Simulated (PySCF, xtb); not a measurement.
CHBrClF, SMILES F[C@H](Cl)Br. Atoms are numbered in the order given.

```xyz
5

C     -0.5990    -0.4728     0.3775
F     -0.9173    -1.5475    -0.3534
Cl    -1.7825     0.8228     0.1053
Br     1.2215     0.1001    -0.0663
H     -0.5987    -0.7246     1.4449
```
Charge 0, spin multiplicity 1.

Geometry: B3LYP-D3(BJ)/def2-SVP.

Computed with PySCF 2.14.0 with IEF-PCM-PBE0/def2-SVP.

The values are the electrostatic part of the solvation free energy, E(continuum) − E(gas) at the gas-phase geometry, in a cavity of scaled van der Waals radii (PySCF's table); cavitation and dispersion terms are not included. In vacuum the orbital gap is 7.66 eV. The dipole moment in vacuum is 1.28 D.

Computed values in water (ε = 78.36), 2-propanol (ε = 19.26), n-hexane (ε = 1.88):
| solvent | ε | ΔG(elec) (kcal/mol) | dipole (D) | gap (eV) |
|---|---|---|---|---|
| water | 78.36 | -2.6 | 1.65 | 7.78 |
| 2-propanol | 19.26 | -2.4 | 1.62 | 7.77 |
| n-hexane | 1.88 | -0.9 | 1.40 | 7.70 |

For comparison, GFN2-xTB/ALPB(water) (xtb, at the GFN2-xTB geometry, all terms of that model) gives -0.3 kcal/mol.
